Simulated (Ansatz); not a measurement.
C₂H₈NSi, SMILES `CC[SiH]N` radical. The species carries charge 0 and has multiplicity 2. The structure was optimised at the PBE0-D4/def2-TZVP level. It is one conformer, not always the lowest.

```xyz
12

C     1.008    0.473   -1.052
C    -0.408    0.816   -0.591
Si   -0.804    0.193    1.142
N    -0.658   -1.531    1.164
H     1.177   -0.605   -1.040
H     1.196    0.833   -2.068
H     1.757    0.926   -0.397
H    -1.150    0.400   -1.282
H    -0.569    1.899   -0.600
H     0.211    0.686    2.129
H    -1.227   -2.088    0.546
H    -0.532   -2.003    2.046
```

Question: What is the dipole moment at PBE/def2-TZVPP? (Best estimate.)

Answer: Ansatz gave: 1.31 D, with components (-0.25, -1.20, -0.48) D in this frame, pointing from negative to positive charge.

Question: And with r2SCAN, B3LYP, ωB97M-V? (Estimate.)

Answer: The calculation gave: r2SCAN 1.28 D, B3LYP 1.23 D, ωB97M-V 1.21 D.

Question: Give the Mulliken charges with PBE, r2SCAN, B3LYP in def2-TZVPP. (Estimate.)

Answer: Ansatz gave: 
| atom | PBE | r2SCAN | B3LYP |
| --- | --- | --- | --- |
| C1 | -0.24 | -0.13 | -0.24 |
| C2 | -0.19 | -0.15 | -0.20 |
| Si3 | 0.16 | 0.25 | 0.24 |
| N4 | -0.36 | -0.42 | -0.38 |
| H5 | 0.09 | 0.05 | 0.09 |
| H6 | 0.08 | 0.04 | 0.08 |
| H7 | 0.09 | 0.05 | 0.08 |
| H8 | 0.08 | 0.04 | 0.07 |
| H9 | 0.08 | 0.05 | 0.07 |
| H10 | -0.08 | -0.09 | -0.09 |
| H11 | 0.15 | 0.15 | 0.13 |
| H12 | 0.15 | 0.16 | 0.14 |

B3LYP here is the variant with VWN-RPA as its local correlation; programs differ in this.
